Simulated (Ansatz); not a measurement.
The inner images of a band of BClFH + BrH (6 atoms, charge 0, multiplicity 1) are given out of order.

All numbers below come from Ansatz 0.2.0, RKS PBE/def2-SVP.

First end point:

```xyz
6
Properties=species:S:1:pos:R:3
B -0.035 0.363 0.052
Cl -0.086 0.728 1.782
H 1.021 0.177 -0.508
F -1.173 0.339 -0.617
Br 0.154 -3.094 0.955
H 0.161 -2.027 1.918
```

Last end point:

```xyz
6
Properties=species:S:1:pos:R:3
B 0.002 -0.532 -0.427
Cl 0.029 0.298 2.710
H 1.038 0.079 -0.544
F -1.159 0.029 -0.703
Br 0.032 -2.406 0.054
H 0.101 -0.983 2.493
```

Task: Put them in order from the first end to the last, with their energies above the first end.
A.
```xyz
6
Properties=species:S:1:pos:R:3
B 0.002 -0.051 0.137
Cl -0.018 0.413 1.951
H 1.061 0.046 -0.436
F -1.162 0.070 -0.486
Br 0.104 -2.493 0.642
H 0.054 -1.499 1.775
```
B.
```xyz
6
Properties=species:S:1:pos:R:3
B 0.012 -0.508 -0.319
Cl 0.031 0.269 2.545
H 1.048 0.099 -0.453
F -1.156 0.042 -0.584
Br 0.054 -2.406 0.109
H 0.054 -1.010 2.286
```
C.
```xyz
6
Properties=species:S:1:pos:R:3
B -0.004 0.133 0.139
Cl -0.040 0.576 1.879
H 1.048 0.049 -0.447
F -1.156 0.092 -0.506
Br 0.125 -2.687 0.741
H 0.068 -1.677 1.779
```
D.
```xyz
6
Properties=species:S:1:pos:R:3
B 0.012 -0.377 -0.051
Cl 0.016 0.224 2.165
H 1.064 0.096 -0.410
F -1.160 0.066 -0.485
Br 0.071 -2.385 0.388
H 0.040 -1.137 1.978
```
E.
```xyz
6
Properties=species:S:1:pos:R:3
B -0.018 0.258 0.098
Cl -0.043 0.708 1.815
H 1.033 0.102 -0.478
F -1.170 0.176 -0.542
Br 0.146 -2.897 0.846
H 0.094 -1.860 1.845
```
F.
```xyz
6
Properties=species:S:1:pos:R:3
B 0.012 -0.467 -0.195
Cl 0.031 0.247 2.344
H 1.054 0.102 -0.416
F -1.160 0.051 -0.511
Br 0.060 -2.394 0.242
H 0.046 -1.053 2.120
```
G.
```xyz
6
Properties=species:S:1:pos:R:3
B 0.008 -0.241 0.069
Cl -0.001 0.263 2.041
H 1.065 0.076 -0.423
F -1.163 0.070 -0.480
Br 0.090 -2.396 0.532
H 0.044 -1.285 1.844
```

Result: E (+0.4 kcal/mol), C (+2.6 kcal/mol), A (+8.4 kcal/mol), G (+13.2 kcal/mol), D (+10.1 kcal/mol), F (+6.1 kcal/mol), B (+4.1 kcal/mol).

Time of the run: 4.6 min on 2 threads of Arm Neoverse V2, with other jobs on the host, peak memory 0.14 GiB.
